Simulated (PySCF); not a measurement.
Computed shifts of a molecule C₃H₁₀OSi₂, PySCF with PBE/pcSseg-1, GIAO, gas phase, atoms alike by connectivity averaged where their shifts nearly agree, in ppm (number of nuclei): ¹³C: 82.7 (1), 65.4 (1), 28.7 (1). ²⁹Si: -6.8 (1), -67.5 (1). ¹H: 6.08 (1), 5.55 (1), 5.32 (1), 5.23 (1), 4.55 (3), 2.03 (3). References: ¹³C against TMS (σ = 182.0 ppm); ¹⁷O against H2O (σ = 334.3 ppm); ²⁹Si against TMS (σ = 335.4 ppm); ¹H against TMS (σ = 31.49 ppm), references at their B3LYP-D3(BJ)/def2-TZVP geometries, non-relativistic. Coordinates come from a PBE-D3(BJ)/def2-SVP optimisation. One conformer was computed; it need not be the lowest.

**Question.** Which molecule gave these data?
(A) C[SiH](C)[SiH2]C=O
(B) O[SiH2][C@H]1CC[SiH2]1
(C) C/C(=C\[SiH3])O[SiH3]
(D) C[C@@H]1O[C@H]([SiH3])[SiH2]1

**Answer.** D, C[C@@H]1O[C@H]([SiH3])[SiH2]1
